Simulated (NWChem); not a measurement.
The numbers come from NWChem runs, not from measurements. System: CH3OS, charge 1, spin multiplicity 1, at the geometry of a parent with another charge or spin, in a state set for the comparison that need not be this species' ground state. Level: MP2/def2-TZVP, 7 core orbitals frozen.

Job file:

```
start mol
memory heap 200 mb stack 900 mb global 1100 mb
charge 1
geometry units angstroms nocenter noautoz
  C      0.311755    -1.391362     0.000000
  S     -0.509635     0.219337     0.000000
  O      0.608802     1.246816     0.000000
  H      0.938095    -1.481646    -0.899429
  H     -0.462966    -2.172454     0.000000
  H      0.938095    -1.481646     0.899429
  symmetry group Cs
end
basis spherical
  * library def2-tzvp
end
scf
  rhf
  nopen 0
  maxiter 100
  thresh 1e-7
  semidirect memsize 60000000 filesize 0
end
mp2
  freeze core 7
end
task mp2 energy
```

NWChem printed:

```
             Northwest Computational Chemistry Package (NWChem) 7.3.0
             --------------------------------------------------------

                                NWChem Input Module
                                -------------------

 Scaling coordinates for geometry "geometry" by  1.889725989
 (inverse scale =  0.529177249)

 Turning off AUTOSYM since
 SYMMETRY directive was detected!

                             Geometry "geometry" -> ""
                             -------------------------

 Output coordinates in angstroms (scale by  1.889725989 to convert to a.u.)

  No.       Tag          Charge          X              Y              Z
 ---- ---------------- ---------- -------------- -------------- --------------
    1 C                    6.0000     0.31175500    -1.39136200     0.00000000
    2 S                   16.0000    -0.50963500     0.21933700     0.00000000
    3 O                    8.0000     0.60880200     1.24681600     0.00000000
    4 H                    1.0000     0.93809500    -1.48164600    -0.89942900
    5 H                    1.0000    -0.46296600    -2.17245400     0.00000000
    6 H                    1.0000     0.93809500    -1.48164600     0.89942900

 Effective nuclear repulsion energy (a.u.)     106.4863059269

            Nuclear Dipole moment (a.u.)
            ----------------------------
        X                 Y               Z
 ---------------- ---------------- ----------------
     0.0000188973     0.0000037795     0.0000000000

      Symmetry information
      --------------------

 Group name             Cs
 Group number              2
 Group order               2
 No. of unique centers     5

      Symmetry unique atoms

     1    2    3    4    5


 Summary of "ao basis" -> "" (spherical)
 ------------------------------------------------------------------------------
       Tag                 Description            Shells   Functions and Types
 ---------------- ------------------------------  ------  ---------------------
 *                         def2-tzvp                  on all atoms

 Summary of "ao basis" -> "ao basis" (spherical)
 ------------------------------------------------------------------------------
       Tag                 Description            Shells   Functions and Types
 ---------------- ------------------------------  ------  ---------------------
 C                         def2-tzvp                11       31   5s3p2d1f
 S                         def2-tzvp                13       37   5s5p2d1f
 O                         def2-tzvp                11       31   5s3p2d1f
 H                         def2-tzvp                 4        6   3s1p

                                 NWChem SCF Module
                                 -----------------

  ao basis        = "ao basis"
  functions       =   117
  atoms           =     6
  closed shells   =    16
  open shells     =     0
  charge          =   1.00
  wavefunction    = RHF
  use symmetry    = T
  symmetry adapt  = T

 Summary of "ao basis" -> "ao basis" (spherical)
 ------------------------------------------------------------------------------
       Tag                 Description            Shells   Functions and Types
 ---------------- ------------------------------  ------  ---------------------
 C                         def2-tzvp                11       31   5s3p2d1f
 S                         def2-tzvp                13       37   5s5p2d1f
 O                         def2-tzvp                11       31   5s3p2d1f
 H                         def2-tzvp                 4        6   3s1p

      Symmetry analysis of basis
      --------------------------

        a'         78
        a"         39

 Forming initial guess at       0.0s

      Superposition of Atomic Density Guess
      -------------------------------------

 Sum of atomic energies:        -511.43456439

 Renormalizing density from      33.00 to     32

      Non-variational initial energy
      ------------------------------

 Total energy =    -502.431033
 1-e energy   =    -888.303226
 2-e energy   =     279.385888
 HOMO         =      -0.712918
 LUMO         =      -0.582856

      Symmetry analysis of molecular orbitals - initial
      -------------------------------------------------

  Numbering of irreducible representations:

     1 a'          2 a"

  Orbital symmetries:

     1 a'          2 a'          3 a'          4 a'          5 a'
     6 a'          7 a"          8 a'          9 a'         10 a'
    11 a'         12 a"         13 a'         14 a"         15 a'
    16 a'         17 a"         18 a'         19 a'         20 a'
    21 a'         22 a"         23 a'         24 a"         25 a'
    26 a'

 Starting SCF solution at       0.9s

 ----------------------------------------------
         Quadratically convergent ROHF

 Convergence threshold     :          1.000E-07
 Maximum no. of iterations :          100
 Final Fock-matrix accuracy:          1.000E-09
 ----------------------------------------------

              iter       energy          gnorm     gmax       time
             ----- ------------------- --------- --------- --------
                 1     -511.5207669267  2.17D+00  6.39D-01      0.9
                 2     -511.6519135828  4.65D-01  1.42D-01      1.0
                 3     -511.6766563688  2.99D-01  5.77D-02      1.0
                 4     -511.6839403149  2.34D-02  1.18D-02      1.2
                 5     -511.6841384249  4.12D-04  1.71D-04      1.6
                 6     -511.6841384463  1.59D-07  5.44D-08      2.1
                 7     -511.6841384463  7.61D-09  3.31D-09      2.3

       Final RHF  results
       ------------------

         Total SCF energy =   -511.684138446286
      One-electron energy =   -907.258969990790
      Two-electron energy =    289.088525617645
 Nuclear repulsion energy =    106.486305926859

        Time for solution =      1.5s

       Symmetry analysis of molecular orbitals - final
       -----------------------------------------------

  Numbering of irreducible representations:

     1 a'          2 a"

  Orbital symmetries:

     1 a'          2 a'          3 a'          4 a'          5 a"
     6 a'          7 a'          8 a'          9 a'         10 a'
    11 a'         12 a'         13 a"         14 a'         15 a"
    16 a'         17 a"         18 a'         19 a'         20 a'
    21 a'         22 a"         23 a'         24 a"         25 a'
    26 a'

             Final eigenvalues
             -----------------

              1
    1  -92.4080
    2  -20.9285
    3  -11.5137
    4   -9.3961
    5   -7.0767
    6   -7.0756
    7   -7.0743
    8   -1.6740
    9   -1.2994
   10   -1.1119
   11   -0.9037
   12   -0.9027
   13   -0.8605
   14   -0.8115
   15   -0.7771
   16   -0.7270
   17   -0.2924
   18   -0.1000
   19   -0.0505
   20   -0.0287
   21    0.0170
   22    0.0238
   23    0.0778
   24    0.1073
   25    0.1333
   26    0.1397

                       ROHF Final Molecular Orbital Analysis
                       -------------------------------------

 Vector   14  Occ=2.000000D+00  E=-8.114570D-01  Symmetry=a'
              MO Center=  1.5D-01, -1.1D+00,  3.9D-16, r^2= 2.4D+00
   Bfn.  Coefficient  Atom+Function         Bfn.  Coefficient  Atom+Function
  ----- ------------  ---------------      ----- ------------  ---------------
     6      0.255167  1 C  px                 9      0.237545  1 C  px
   107     -0.214893  5 H  s                 75      0.193399  3 O  py
    78      0.173378  3 O  py

 Vector   15  Occ=2.000000D+00  E=-7.771275D-01  Symmetry=a"
              MO Center=  3.7D-01,  1.1D-01, -4.4D-15, r^2= 2.5D+00
   Bfn.  Coefficient  Atom+Function         Bfn.  Coefficient  Atom+Function
  ----- ------------  ---------------      ----- ------------  ---------------
    76      0.284774  3 O  pz                79      0.270865  3 O  pz
    48      0.265482  2 S  pz                 8     -0.198232  1 C  pz
    11     -0.181200  1 C  pz

 Vector   16  Occ=2.000000D+00  E=-7.270427D-01  Symmetry=a'
              MO Center= -7.4D-02,  1.8D-01,  4.1D-15, r^2= 2.3D+00
   Bfn.  Coefficient  Atom+Function         Bfn.  Coefficient  Atom+Function
  ----- ------------  ---------------      ----- ------------  ---------------
    46      0.315159  2 S  px                74     -0.240955  3 O  px
    77     -0.218311  3 O  px                47     -0.196555  2 S  py
    75      0.187938  3 O  py                10      0.172428  1 C  py
     7      0.168800  1 C  py                78      0.168465  3 O  py
    35     -0.157342  2 S  s                 36     -0.152734  2 S  s

 Vector   17  Occ=0.000000D+00  E=-2.923756D-01  Symmetry=a"
              MO Center= -1.8D-01,  4.1D-01,  3.0D-14, r^2= 2.1D+00
   Bfn.  Coefficient  Atom+Function         Bfn.  Coefficient  Atom+Function
  ----- ------------  ---------------      ----- ------------  ---------------
    48      0.444973  2 S  pz                51      0.393192  2 S  pz
    82     -0.294966  3 O  pz                76     -0.289368  3 O  pz
    79     -0.259528  3 O  pz                45      0.189154  2 S  pz

 Vector   18  Occ=0.000000D+00  E=-9.997223D-02  Symmetry=a'
              MO Center= -5.9D-01,  1.7D-01,  6.2D-16, r^2= 3.0D+00
   Bfn.  Coefficient  Atom+Function         Bfn.  Coefficient  Atom+Function
  ----- ------------  ---------------      ----- ------------  ---------------
    50      1.159818  2 S  py                 5      1.084779  1 C  s
    73     -0.940645  3 O  s                 49      0.502729  2 S  px
    80      0.367300  3 O  px                47      0.340083  2 S  py
    36      0.291461  2 S  s                102     -0.289381  4 H  s
   114     -0.289381  6 H  s                108     -0.248108  5 H  s

 Vector   19  Occ=0.000000D+00  E=-5.046918D-02  Symmetry=a'
              MO Center=  1.1D-01, -8.4D-01,  2.3D-15, r^2= 5.1D+00
   Bfn.  Coefficient  Atom+Function         Bfn.  Coefficient  Atom+Function
  ----- ------------  ---------------      ----- ------------  ---------------
     5      2.543124  1 C  s                 36     -1.350256  2 S  s
   102     -1.221052  4 H  s                114     -1.221052  6 H  s
    49     -0.859780  2 S  px               108     -0.566063  5 H  s
    73      0.497416  3 O  s                 13      0.407046  1 C  py
    12      0.304461  1 C  px                 4      0.271131  1 C  s

 center of mass
 --------------
 x =  -0.04173058 y =   0.15249371 z =   0.00000000

 moments of inertia (a.u.)
 ------------------
         214.390615656267          -6.022196181981           0.000000000000
          -6.022196181981          67.808803135761           0.000000000000
           0.000000000000           0.000000000000         270.553424775466

  Mulliken analysis of the total density
  --------------------------------------

    Atom       Charge   Shell Charges
 -----------   ------   -------------------------------------------------------
    1 C    6     6.38   0.85  1.12  0.48  0.75  0.03  1.23  1.52  0.32  0.02  0.05  0.00
    2 S   16    15.12   2.01  0.49  1.48  1.16  0.68  4.17  1.70  0.80  1.87  0.40  0.11  0.22  0.04
    3 O    8     8.18   0.79  1.18  0.62  1.01  0.30  1.71  1.90  0.64  0.00  0.04  0.00
    4 H    1     0.77   0.25  0.44  0.05  0.02
    5 H    1     0.79   0.25  0.45  0.06  0.02
    6 H    1     0.77   0.25  0.44  0.05  0.02

       Multipole analysis of the density wrt the origin
       ------------------------------------------------

     L   x y z        total         open         nuclear
     -   - - -        -----         ----         -------
     0   0 0 0      1.000000      0.000000     33.000000

     1   1 0 0     -0.526499      0.000000      0.000019
     1   0 1 0     -1.199025      0.000000      0.000004
     1   0 0 1      0.000000      0.000000      0.000000

     2   2 0 0    -15.166718      0.000000     34.561808
     2   1 1 0     -1.298547      0.000000     -0.330887
     2   1 0 1     -0.000000      0.000000      0.000000
     2   0 2 0    -12.853665      0.000000    121.171840
     2   0 1 1     -0.000000      0.000000      0.000000
     2   0 0 2    -14.810215      0.000000      5.777786

                   NWChem MP2 Semi-direct Energy/Gradient Module
                   ---------------------------------------------

  Basis functions       =    117
  Molecular orbitals    =    117
  Frozen core           =      7
  Frozen virtuals       =      0
  Active alpha occupied =      9
  Active beta occupied  =      9
  Active alpha virtual  =    101
  Active beta virtual   =    101
  Use MO symmetry       = T
  Use skeleton AO sym   = T

  AO/Fock/Back tols     =   1.0D-09  1.0D-09  1.0D-09

 GA uses MA = F    GA memory limited = T

 Available:
  local mem=  1.26D+08
 global mem=  1.44D+08
 local disk=  0.00D+00
  mp2_memr nvloc                   101
  nvloc new                   101
   1 passes of   9:        5242880                      73357                  21042648.
   1 passes of   9: M    126149215           G      144151822           F     120906335.

 Semi-direct pass number   1 of   1  for RHF alpha+beta  at        2.4s
  vrange nnbf                  6801
  mp2_eaftype                    80  avail_ma_in_mb                  1099
 EAF : mp2_eaftype filesize          80   10521324.
  mp2_eaf for mointskh                     80
Node 0 wrote     49.5 Mb in      0.0 s     Agg I/O rate:  7284.2 Mb/s
 Done moints_semi at        4.9s
  mp2_eaftype                    80  avail_ma_in_mb                  1019
 EAF : mp2_eaftype filesize          80   10521324.
  mp2_eaf for kh                    80
 Done maket at        5.0s
 Done multipass loop at        5.0s

          -------------------------------------------
          SCF energy                -511.684138446286
          Correlation energy          -0.579781942298
          Singlet pairs               -0.368989840814
          Triplet pairs               -0.210792101484
          Total MP2 energy          -512.263920388583
          -------------------------------------------

          ---------------------------------------------------
                    Spin Component Scaled (SCS) MP2
          Same spin pairs                     -0.140528067656
          Same spin scaling factor             0.333333333333
          Opposite spin pairs                 -0.439253874642
          Opposite spin scaling fact.          1.200000000000
          SCS-MP2 correlation energy          -0.573947338789
          Total SCS-MP2 energy              -512.258085785075
          ---------------------------------------------------

 -----------------------
 Performance information
 -----------------------

 Timer overhead =  1.20D-07 seconds/call

               Nr. of calls         CPU time (s)                 Wall time (s)                GFlops
             ---------------    -------------------     ------------------------------   -------------------
Name         Min   Avg   Max    Min     Avg     Max     Min     Avg     Max   Mx/calls   Min     Max     Sum
mp2: moin     1     1     1    2.5     2.5     2.5      2.5     2.5     2.5     2.5      0.0     0.0     0.0
mp2: make     1     1     1   0.11    0.11    0.11     0.11    0.11    0.11    0.11      0.0     0.0     0.0
mp2: tota     1     1     1    2.6     2.6     2.6      2.6     2.6     2.6     2.6      0.0     0.0     0.0

 The average no. of pstat calls per process was 3.00D+00
 with a timing overhead of 3.59D-07s

 Task  times  cpu:        5.0s     wall:        5.0s

 Total times  cpu:        5.0s     wall:        5.0s
```
